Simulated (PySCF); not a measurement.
Simulated outer-valence photoelectron spectrum of `[AsH2][GeH2][PH2]`. Method: EOM-IP-CCSD/aug-cc-pVDZ in PySCF, restricted Hartree–Fock reference, 23 core orbitals frozen, non-relativistic, gas phase, PBE0-D3(BJ)/def2-SVP geometry.

Each root has a Gaussian of 0.8 eV full width with its one-hole share as area; cross sections and vibrations are left out, and the highest printed point is 100.

ionisation energy (eV), intensity and a bar:
```
      7.8          1 
      8.0          3 #
      8.2         10 ###
      8.4         25 #######
      8.6         43 #############
      8.8         51 ###############
      9.0         44 #############
      9.2         27 ########
      9.4         12 ###
      9.6          4 #
      9.8          5 ##
     10.0         16 #####
     10.2         40 ############
     10.4         73 ######################
     10.6         97 #############################
     10.8         96 #############################
     11.0         78 #######################
     11.2         69 #####################
     11.4         83 #########################
     11.6        100 ##############################
     11.8         95 #############################
     12.0         68 ####################
     12.2         41 ############
     12.4         34 ##########
     12.6         43 #############
     12.8         54 ################
     13.0         55 ################
     13.2         52 ################
     13.4         53 ################
     13.6         54 ################
     13.8         45 #############
     14.0         27 ########
     14.2         12 ####
     14.4          4 #
     14.6          1 
     14.8          0 
     15.0          0 
     15.2          0 
     15.4          0 
     15.6          1 
     15.8          2 #
     16.0          8 ##
     16.2         19 ######
     16.4         32 ##########
     16.6         38 ###########
     16.8         32 ##########
     17.0         19 ######
     17.2          8 ##
     17.4          2 #
     17.6          0
```

Task: Where are the maxima, and how many lines lie under the curve?

Result: 6 maxima, at 8.8, 10.7, 11.7, 12.9, 13.5 and 16.6 eV, from 8 lines. At this width some lines have no maximum of their own.

Task: List the lines with their holes.

Result: 
```csv
E (eV),leading hole (HF orbital),area,Koopmans (eV)
8.81,HOMO,0.95,9.16
10.58,HOMO-1,0.94,11.14
10.76,HOMO-2,0.95,11.37
11.62,HOMO-3,0.94,12.31
11.75,HOMO-4,0.94,12.61
12.84,HOMO-5,0.94,13.66
13.62,HOMO-6,0.93,14.56
16.60,HOMO-7,0.71,18.57
```

The widest gap, 2.98 eV, lies between 13.62 and 16.60 eV. Only orbitals with −ε under 21 eV, eight at most, were ionised, so the high end of the curve may lack lines.

Shape of the structure used: `[PH2:1][GeH2:2][AsH2:3]`: H–P1–Ge2–As3 48°, H–P1–Ge2–As3 -46°, H–As3–Ge2–P1 -50°, H–As3–Ge2–P1 43°.

One conformer stands for the species.
